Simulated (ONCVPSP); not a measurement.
# Building the ONCV potential for nickel (PBE, fully relativistic).

```
Element                 : Ni (Z = 28)
Generator               : ONCVPSP 4.0.1
Type                    : optimised norm-conserving Vanderbilt (ONCV)
Functional              : PBE
Relativity              : fully relativistic
Frozen core             : [Ne]
Valence charge          : 18
Reference configuration : 3s2 3p6 3d8 4s2
Partial waves           : 3s+4s: rc 1.40 bohr, ncon 3, nbas 7, qcut 7.6 1/bohr, 2 projectors; 3p: rc 0.95 bohr, ncon 3, nbas 7, qcut 15.5 1/bohr, 2 projectors, debl 1.2 Ha; 3d: rc 1.35 bohr, ncon 3, nbas 8, qcut 11 1/bohr, 1 projector
Local potential         : polynomial inside 0.65 bohr (lpopt 5, dvloc0 0 Ha)
Core correction         : Teter function fitted to the true core (icmod 2), fcfact 0.25
```

Open shells are filled in proportion to 2j + 1.

In the p channel the program set the typed energies aside and used -2.596, 0.250 Ha (j = l + 1/2; the other j can differ).

All-electron outer shells of the reference configuration (PBE, scalar-relativistic, ld1.x):

```
shell  level (eV)  outermost node (bohr)  outermost maximum (bohr)
   2p     -844.68                      –                      0.16
   3s     -111.06                   0.30                      0.64
   3p      -71.39                   0.27                      0.65
   3d       -8.87                      –                      0.63
   4s       -5.64                   0.92                      2.24
```

(1) Estimate the cutoffs (Ha) at which the residual kinetic energy of the hardest occupied pseudo-wave falls to 1 and 0.1 mHa per electron.

(2) What does a ghost test show?

(3) Which valence shell sets the plane-wave cutoff?

(4) Tests: 3s2 3p6 3d8 4s1; 3s2 3p6 3d8 4s0; 3s2 3p6 3d7 4s0; 3s2 3p6 3d8 4s0 4p1. Which has the largest error in its energy relative to the reference configuration, and how large is it?

## Answers

(1) 60 Ha and 82 Ha.

(2) No bound ghost flagged; GHOST(+) flagged for s at 216.6 eV.

(3) 3p: 60 Ha for 1 mHa per electron, against 49 Ha for 3d.

(4) 3s2 3p6 3d7 4s0, with -18 meV (all-electron minus pseudo) on +64.14 eV.
